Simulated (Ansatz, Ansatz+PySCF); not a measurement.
```json
{"atom": "Be", "x (Å)": "2.0370", "y (Å)": "0.0000", "z (Å)": "0.0000"}
{"atom": "Be", "x (Å)": "1.0185", "y (Å)": "1.7641", "z (Å)": "0.0000"}
{"atom": "Be", "x (Å)": "-1.0185", "y (Å)": "1.7641", "z (Å)": "0.0000"}
{"atom": "Be", "x (Å)": "-2.0370", "y (Å)": "0.0000", "z (Å)": "0.0000"}
{"atom": "Be", "x (Å)": "-1.0185", "y (Å)": "-1.7641", "z (Å)": "0.0000"}
{"atom": "Be", "x (Å)": "1.0185", "y (Å)": "-1.7641", "z (Å)": "0.0000"}
```

Basis set: def2-SVP (spherical functions). All electrons are correlated. Charge 0, multiplicity 1.

Computed with Ansatz (development build ahead of 0.2.0); each method stands on the lowest determinant of its kind that the runs found. Restricted open shells among the atoms or ions are ROHF, correlated in semicanonical orbitals with singles.

The atomization energy at this shape (free ground-state atoms in the same class of orbitals less the molecule, no zero-point energy) of singlet Be6:

```json
{"method": "RHF", "atomization energy": "89.46 kcal/mol"}
```

Question: What does RHF-MP2 give?

Answer: 79.94 kcal/mol. Caution: the shape is not the minimum.
